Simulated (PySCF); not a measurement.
# Spinor energies of Ag (silver, neutral)

Start: [Kr] 4d9 5s2; 4d3/2 filled at m_j = -3/2, -1/2, +1/2, +3/2; 4d5/2 filled at m_j = -3/2, -1/2, +1/2, +3/2, +5/2. Calculated with PySCF 2.14 in x2c-TZVPall-2c with one added diffuse shell each of s, p, d type (9s10p8d1f, 86 functions): generalised Hartree-Fock with the X2C-1e Hamiltonian and a Gaussian nucleus; one run each with spin-orbit coupling (SO) switched off, then screened by Boettger's factors. This is a chosen level, not necessarily the ground level.

```tsv
spinor shell	electrons	ε, spin-free (eV)	ε, screened SO (eV)	weight of nominal j (screened SO)	rms radius, screened SO (bohr)
1s1/2	2	-25650.6	-25648.6	1.000	0.0357
2s1/2	2	-3867.1	-3866.6	1.000	0.146
2p1/2	2	-3462.2	-3583.7	1.000	0.127
2p3/2	4	-3462.2	-3406.2	1.000	0.131
3s1/2	2	-750.01	-749.83	1.000	0.392
3p1/2	2	-613.65	-635.83	1.000	0.387
3p3/2	4	-613.65	-603.32	1.000	0.398
3d3/2	4	-399.13	-403.04	0.999	0.374
3d5/2	6	-399.13	-396.35	0.999	0.377
4s1/2	2	-121.04	-120.99	1.000	0.975
4p1/2	2	-78.939	-83.385	0.986	1.05
4p3/2	4	-78.939	-76.824	0.993	1.08
4d3/2	4	-18.174	-18.815	0.906	1.44
4d5/2	5	-18.174	-17.679	0.925	1.47
5s1/2	2	-7.486	-7.485	1.000	3.41
```

| quantity | spin-free | screened SO |
| --- | --- | --- |
| E (hartree) | -5312.19364 | -5313.18469 |
| M_J | 5/2 | 5/2 |
| ⟨J²⟩ | 8.758 | 8.758 |
| ⟨L²⟩ | 6.006 | 6.021 |
| ⟨S²⟩ | 0.752 | 0.766 |

Each row is a mean over spinors that exchange with the open shell spreads, by up to 5.406 eV (4p3/2).

Breit and QED terms are absent; they matter most for the inner s and p1/2 levels.

Densities and radii are taken from the X2C orbitals without a picture-change correction, which distorts them close to the nucleus.

Without spin-orbit coupling the j labels of p, d and f shells carry no meaning; the spin-free column gives the mean over the occupied spinors of each nl shell.
